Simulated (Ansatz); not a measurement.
A nudged elastic band was laid between two geometries of Cl3HSi + H2O (8 atoms, charge 0, multiplicity 1).

Theory: RKS r2SCAN/6-31G* in Ansatz.

```yaml
movable_images: 5
climbing_image: yes
spring: 5.0 eV/Å²
optimiser: quadratic models (default)
start_path: through a guess of the saddle point
force_threshold: 0.05 eV/Å
iteration_limit: 60
end_points: relaxed
```

Image 0:

```xyz
8
Properties=species:S:1:pos:R:3
Si 0.353 0.026 -0.127
H 0.485 0.280 1.309
Cl 2.235 0.190 -0.946
Cl -0.821 1.415 -1.087
Cl -0.301 -1.878 -0.549
O -2.090 -0.111 1.382
H -2.703 0.456 0.889
H -2.420 -1.008 1.224
```

Image 6:

```xyz
8
Properties=species:S:1:pos:R:3
Si -0.477 -0.400 -0.731
H -0.521 1.610 2.842
Cl 1.382 -0.743 0.051
Cl -0.653 1.540 -1.298
Cl -0.711 -1.626 -2.351
O -1.645 -0.654 0.382
H -1.695 -1.533 0.788
H -0.940 1.175 2.411
```

Q: Which bonds break or form, and what moves?

A: Bonds broken: Si1–H2, O6–H8. Bonds formed: Si1–O6, H2–H8. Cl3HSi + H2O becomes Cl3HOSi + H2.

Q: What energy profile does the band end with?

A: It converged. The highest image is number 3 of 0 to 6, 1.61 eV above the first end and 2.40 eV above the last; the last end lies 0.79 eV below the first. Neighbouring images differ by up to 1.8 eV, so the band resolves the path poorly. A vibrational analysis at the climbing image gives one clearly imaginary mode, 1380i cm⁻¹: a first-order saddle point. The orbitals stay closed-shell, which can raise the energy where a bond breaks towards radicals; this wasn't checked here.

```
image  path coordinate (Å)  energy (eV)  Si1–H2 (Å)  O6–H8 (Å)  Si1–O6 (Å)
    0                 0.00         0.00        1.46       0.97        2.87
    1                 1.75         0.06        1.47       0.97        2.95
    2                 3.49         0.30        1.46       0.97        3.08
    3                 5.24         1.61        1.68       1.18        1.83
    4                 6.15        -0.18        2.42       1.85        1.66
    5                 7.05        -0.75        3.27       2.47        1.63
    6                 7.96        -0.79        4.10       2.82        1.63
```

Q: What is the geometry of the highest image?

A: 
```xyz
8
Properties=species:S:1:pos:R:3:forces:R:3
Si -0.367 0.088 -0.161 0.00 0.00 0.00
H -0.193 0.904 1.295 0.00 0.00 0.00
Cl 1.525 -0.700 0.127 0.00 0.00 0.00
Cl -0.523 1.888 -1.146 0.00 0.00 0.00
Cl -1.053 -1.226 -1.660 0.00 0.00 0.00
O -1.714 -0.432 0.958 -0.01 0.00 0.00
H -1.940 -1.378 1.065 0.00 0.00 0.00
H -0.997 0.227 1.616 0.00 0.00 0.00
```

The run took 9.4 min on 4 threads of Arm Neoverse V1, on a shared host, peak memory 0.18 GiB.
